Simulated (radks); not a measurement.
Values are calculated unless marked as measured or tabulated.
Nd+, configuration [Xe] 4f3 5d1 6s1 (not the ground configuration).

Level of theory: scalar-relativistic Kohn-Sham, r2SCAN, spin-polarised, spherical densities, finite nucleus; open shells are filled with parallel spins first (spin-orbit coupling, left out, can overturn this in heavy ions); meta-GGA in the generalised Kohn-Sham scheme; Fermi nuclear charge, rms radius 4.9123 fm (a radial shooting solver on a logarithmic mesh with Libxc functionals).

Energy parts (hartree):
total: -9624.3538
kinetic: 10243.0241
electron-nucleus: -23348.0059
Hartree: 3702.9120
exchange-correlation: -222.2840

Orbitals (lengths in bohr, moments of r in powers of bohr; r(90%) holds 90 % of the orbital's charge):
orbital  occ.  eigenvalue (hartree)      <r^2>  r(90%)
1s up       1             -1597.841  0.0007602  0.0427
1s down     1             -1597.841  0.0007602  0.0427
2s up       1             -259.5642    0.01203   0.156
2s down     1             -259.5628    0.01203   0.156
2p up       3             -231.9599   0.009629   0.145
2p down     3             -231.9588   0.009629   0.145
3s up       1             -56.99952    0.08081   0.390
3s down     1             -56.95797    0.08073   0.390
3p up       3             -48.24592    0.08095   0.396
3p down     3             -48.20402    0.08086   0.395
3d up       5             -36.10289    0.06887   0.377
3d down     5             -36.06901    0.06875   0.377
4s up       1             -11.88433     0.4150   0.870
4s down     1             -11.76796     0.4148   0.870
4p up       3              -8.99629     0.4680   0.932
4p down     3              -8.87804     0.4677   0.932
4d up       5              -4.87436     0.5738    1.06
4d down     5              -4.75298     0.5743    1.06
5s up       1              -1.90148      2.360    2.08
5s down     1              -1.82556      2.405    2.10
5p up       3              -1.18157      3.192    2.45
5p down     3              -1.11482      3.210    2.45
4f up       3              -0.50603      1.282    1.70
4f down     0              -0.38896      1.332    1.73
6s up       1              -0.34546      16.26    5.47
5d up       1              -0.33235      8.151    4.11
5d down     0              -0.24918      8.091    4.13

The highest occupied level is 5d up at -9.044 eV. The configuration is held as typed, so some empty levels lie below it. Spin moment in Bohr magnetons: 5.
